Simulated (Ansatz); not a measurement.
CH$_{3}$InOSe. Charge 0, multiplicity 1. In takes the def2 core potential. The bonds changed during the relaxation, so this is another structure than the one it started from. All single points use the PBE0-D4/def2-TZVP geometry. It is one conformer, not always the lowest.

```xyz
7

O     0.677   -1.494    1.244
C     0.182   -0.395    0.726
Se   -0.408    0.942    1.783
In   -0.369    0.809   -1.030
H     0.939   -2.092    0.532
H     0.917    1.754   -1.638
H    -1.938    0.477   -1.617
```

Task: What is the dipole moment at B3LYP/def2-TZVPP? (An estimate is asked.)

Result: Computed: 2.76 D, with components (0.93, -2.10, -1.53) D in this frame, pointing from negative to positive charge.

Task: And with PBE, r2SCAN, ωB97M-V? (An estimate is asked.)

Result: Computed: PBE 2.64 D, r2SCAN 2.82 D, ωB97M-V 2.94 D.

Task: Give the Mulliken charges with B3LYP, PBE, r2SCAN in def2-TZVPP. (Estimate.)

Result: The calculation gave: 
```csv
atom,B3LYP,PBE,r2SCAN
O1,-0.16,-0.12,-0.19
C2,-0.09,-0.10,-0.10
Se3,-0.14,-0.13,-0.15
In4,0.43,0.37,0.43
H5,0.23,0.23,0.25
H6,-0.13,-0.12,-0.12
H7,-0.13,-0.12,-0.12
```

B3LYP here is the variant with VWN-RPA as its local correlation; programs differ in this.
